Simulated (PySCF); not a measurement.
Core binding energy against partial charge

C5H8BFO2.
Z-matrix (Å and degrees, PBE0-D3(BJ)/def2-SVP geometry), rows numbered from 1:
```
O 
B   1  1.3577
O   2  1.3645  1  118.50
C   2  1.5667  1  117.92  3   179.68
C   4  1.3442  2  126.41  1   169.23
C   5  1.5002  4  112.44  2  -176.97
F   6  1.3802  5  112.49  4  -136.02
C   6  1.5270  5  103.03  4   -15.27
C   4  1.5121  2  123.80  1    -7.84
H   1  0.9639  2  111.52  3     0.01
H   3  0.9613  2  113.11  1   177.07
H   5  1.0951  4  126.60  2    -0.52
H   6  1.1076  5  110.56  4   105.28
H   8  1.0989  6  113.60  5   148.73
H   8  1.1018  6  105.91  5   -93.07
H   9  1.1048  4  109.27  2    72.93
H   9  1.1008  4  112.78  2   -44.33
```

Binding energies: PySCF, delta-SCF UKS SCAN, pcX-2 on the ionised atom, pcseg-1 elsewhere, spin-free X2C. Charges: PBE0/pcSseg-1 ground-state density, for the ionised atom.

```tsv
atom	environment	C 1s (eV)	Mulliken (e)	IAO (e)	Hirshfeld (e)	ESP (e)
C4	fully substituted alkene carbon	290.13	-0.351	-0.140	-0.069	-0.136
C5	alkene CH carbon	290.36	-0.159	-0.156	-0.054	-0.392
C9	allylic carbon	290.72	-0.176	-0.253	-0.067	+0.138
C8	ring CH2 carbon	290.74	-0.227	-0.275	-0.076	-0.430
C6	sp3 C–F carbon	292.83	+0.227	+0.176	+0.060	+0.527
```

Task: How well does each charge scheme correlate with the binding energies over these sites?

Result: Mulliken: r = 0.96, slope 4.8 eV per e; Hirshfeld: r = 0.95, slope 18.0 eV per e; IAO: r = 0.84, slope 5.0 eV per e; ESP: r = 0.81, slope 2.2 eV per e. On 5 points no scheme stands out.

Task: The point-charge model writes a binding energy as kq + V + constant, with V the potential of the other atoms' charges at the site. What does it give with the Hirshfeld charges?

Result: V = Σ 14.40 eV Å × q/r over all other atoms: +0.61 eV at C4, +0.50 eV at C5, +0.57 eV at C9, +0.85 eV at C8, -1.27 eV at C6. Fitting binding energy − V to q gives k = 33.0 eV per e and leaves an rms residual of 0.30 eV, against 0.30 eV for the fit on q alone. The model has no term for differences in relaxation between sites.

Isolated species at its PBE0-D3(BJ)/def2-SVP geometry (one conformer only).
